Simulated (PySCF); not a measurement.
# Shieldings and the share of exact exchange

Molecule: `[Si@H]1([SiH3])[C@H](F)C1`, C₂H₇FSi₂.

Atoms are numbered as in `[F:1][C@@H:2]1[CH2:3][Si@H:4]1[SiH3:5]`; H(Xn) means a hydrogen on atom n. Ha(C3) is cis to F1 on the ring; Hb(C3) is trans to F1 on the ring.

GIAO shieldings (ppm, equivalent atoms averaged) in PySCF 2.14 on the PBE0-D3(BJ)/def2-SVP geometry, basis pcSseg-2, gas phase, non-relativistic:

```csv
functional,exact exchange (%),σ(F1),σ(C2),σ(C3)
BLYP,0,398.3,90.5,170.3
BP86,0,402.0,95.4,174.2
PBE,0,400.0,95.3,174.5
B3LYP,20,414.5,98.9,175.8
PBE0,25,419.3,105.3,180.8
mPW1PW91,25,420.0,104.7,180.2
HF,100,456.8,126.3,193.3
```

**Question.** Fit each shielding as a line in the percentage of exact exchange.

**Answer.** σ(F1) = 402.1 + 0.57 x (rms 2.6 ppm); σ(C2) = 94.4 + 0.33 x (rms 2.2 ppm); σ(C3) = 173.5 + 0.20 x (rms 1.8 ppm). The functionals also differ in their semilocal parts, which the line can't hold; Hartree–Fock has no correlation at all.

**Question.** What does the line predict for BHandHLYP (50 %), and what does the run give?

**Answer.** σ(F1): 430.6 predicted, 433.2 computed; σ(C2): 110.9 predicted, 109.8 computed; σ(C3): 183.5 predicted, 182.8 computed ppm.
